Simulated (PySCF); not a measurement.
C$_{5}$H$_{4}$N, doublet, geometry from GFN2-xTB. Base run: TPSS/3-21G in PySCF.

PySCF was given this input:
```python
from pyscf import gto, scf, dft

mol = gto.Mole()
mol.atom = '''
    N    -0.002148    0.000375    1.319852
    C     0.002278   -0.000398   -1.399618
    C     0.014711    1.134855    0.662254
    C    -0.016868   -1.134478    0.662848
    C    -0.015410   -1.193668   -0.735457
    C     0.017805    1.193250   -0.736081
    H     0.026340    2.039951    1.254501
    H    -0.030425   -2.039237    1.255568
    H    -0.027889   -2.149059   -1.235791
    H     0.031913    2.148356   -1.236915
'''
mol.basis = '3-21g'
mol.charge = 0
mol.spin = 1
mol.verbose = 4
mol.build()

mf = dft.UKS(mol)
mf.xc = 'tpss'
mf.kernel()
```

The base run was repeated with changes; each row names its change, and settings that it needs were set with it.

| change | ΔE vs base (mEh) | grid points | electrons on the grid |
|---|---|---|---|
| base | 0.000 | 123728 | 41.00005 |
| grids.atom_grid = (30, 110) | 1.514 | 24576 | 40.99951 |
| grids.atom_grid = (150, 974) | 0.007 | 799320 | 41.00000 |
| grids.radi_method = mura_knowles | 0.000 | 116816 | 41.00005 |
| grids.prune = dft.gen_grid.sg1_prune | -0.017 | 55144 | 41.00008 |
| grids.atom_grid = (75, 302) | 0.000 | 143848 | 41.00005 |
| grids.level = 5 | 0.007 | 351168 | 41.00000 |
| grids.prune = dft.gen_grid.treutler_prune | -0.006 | 107456 | 41.00005 |
| grids.radi_method = delley | 0.000 | 130744 | 41.00005 |
| grids.atom_grid = (99, 590) | 0.008 | 320112 | 41.00000 |
| grids.level = 0 | 26.866 | 8976 | 41.01281 |

Open shells are given as the SCF converged; they aren't shown to be the lowest states, and a large step between rows can be another state.
